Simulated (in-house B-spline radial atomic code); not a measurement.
Whole-atom quantities along the 45-electron series, configuration 1s2 2s2 2p6 3s2 3p6 3d10 4s2 4p6 4d3/2(4) 4d5/2(5). Breit and QED terms are first order and not part of the total energy; the density at the nucleus is averaged over the nuclear charge. Computed with a B-spline radial code for spherical atoms: Dirac-Hartree-Fock, jj configuration that fills j = l - 1/2 first, finite nuclei.

| ion | Z | E/Z² (Eh) | Σ<r²> (bohr²) | n(0)/Z³ (bohr⁻³) | Lamb diamagnetic shielding (ppm) | repulsion over attraction | Breit energy (eV) | self-energy (eV) | vacuum polarisation (eV) |
| --- | --- | --- | --- | --- | --- | --- | --- | --- | --- |
| Gd19+ | 64 | -2.7211 | 7.3361 | 2.2453 | 7368.13 | 0.12261 | 277.73 | 220.93 | -34.527 |
| Tb20+ | 65 | -2.7373 | 6.9538 | 2.3375 | 7525.57 | 0.12093 | 292.89 | 233.94 | -37.092 |
| Dy21+ | 66 | -2.7533 | 6.6012 | 2.4024 | 7684.24 | 0.11929 | 308.62 | 247.55 | -39.799 |
| Ho22+ | 67 | -2.7692 | 6.2753 | 2.4936 | 7844.41 | 0.11767 | 324.96 | 261.79 | -42.694 |
| Er23+ | 68 | -2.7849 | 5.9732 | 2.5798 | 8006.01 | 0.11607 | 341.9 | 276.67 | -45.764 |
| Tm24+ | 69 | -2.8005 | 5.6927 | 2.6815 | 8169.19 | 0.1145 | 359.48 | 292.24 | -49.036 |
| Yb25+ | 70 | -2.8159 | 5.4316 | 2.7709 | 8333.87 | 0.11296 | 377.69 | 308.51 | -52.498 |
| Lu26+ | 71 | -2.8312 | 5.1882 | 2.8684 | 8500.21 | 0.11144 | 396.55 | 325.52 | -56.18 |
| Hf27+ | 72 | -2.8464 | 4.9607 | 2.9854 | 8668.32 | 0.10995 | 416.1 | 343.29 | -60.105 |
| Ta28+ | 73 | -2.8614 | 4.7479 | 3.1039 | 8838.19 | 0.10848 | 436.33 | 361.86 | -64.271 |
| W29+ | 74 | -2.8764 | 4.5483 | 3.2263 | 9009.89 | 0.10704 | 457.27 | 381.26 | -68.694 |

(1) With what power of Z does the column «vacuum polarisation (eV)» change over this range?

Results:

(1) A fit of the logarithm of its size against log Z from Z = 64 to 74 has slope 4.74.
